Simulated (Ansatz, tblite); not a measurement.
Cost and result up the ladder for the cluster Sr₃⁺ (the lowest doublet isomer of a short search) (3 atoms). Charge 1, multiplicity 2. Geometry: r2SCAN/def2-TZVP.

Cartesian coordinates in Å:
```
Sr 1.950 -0.081 3.853
Sr -1.945 0.011 -3.856
Sr -0.005 0.070 0.003
```

Ansatz on 4 threads of Arm Neoverse V2 on a shared host; xTB runs through tblite on one thread. Times are rough, summed over both states, and most runs start from the orbitals of an earlier one. HSE06/def2-TZVP serves as the yardstick here, not as an exact answer. The other state is a quartet at its own geometry.

In the def2 sets Sr takes a core potential; there is no spin–orbit coupling. The xTB rows come from tblite. B3LYP takes the VWN-RPA correlation. HSE06 is defined as in plane-wave codes, on full-range PBE exchange. The structure comes from a short search, and lower isomers may exist.

Run but left out: HF/def2-TZVP, HF/def2-TZVPP, LC-ωPBE/def2-TZVP, MP2/def2-TZVP, MP2/def2-TZVPP, CCSD/def2-TZVPP, CCSD(T)/def2-TZVPP (doublet: ⟨S²⟩ 1.12 to 1.40, where a pure state has 0.75).

xTB has no spin-polarisation term.

```json
{"level": "GFN2-xTB", "functions": "27", "quartet − doublet (eV)": "2.66", "difference from HSE06/def2-TZVP (eV)": "1.33", "remarks": "–"}
{"level": "GFN1-xTB", "functions": "27", "quartet − doublet (eV)": "3.97", "difference from HSE06/def2-TZVP (eV)": "2.65", "remarks": "–"}
{"level": "CAM-B3LYP/def2-TZVP", "functions": "99", "quartet − doublet (eV)": "1.62", "difference from HSE06/def2-TZVP (eV)": "0.29", "remarks": "spin-contaminated (⟨S²⟩ 0.88) (doublet)"}
{"level": "HSE06/def2-TZVP", "functions": "99", "quartet − doublet (eV)": "1.33", "difference from HSE06/def2-TZVP (eV)": "0.00", "remarks": "–"}
{"level": "B3LYP/def2-TZVP", "functions": "99", "quartet − doublet (eV)": "1.51", "difference from HSE06/def2-TZVP (eV)": "0.18", "remarks": "–"}
```

(1) Estimate how long each takes.

## Answers

(1) GFN1-xTB 0.005 s; GFN2-xTB 0.014 s; HSE06/def2-TZVP 11 s; B3LYP/def2-TZVP 12 s; CAM-B3LYP/def2-TZVP 13 s. On shared hardware such times vary by a factor of up to 3.
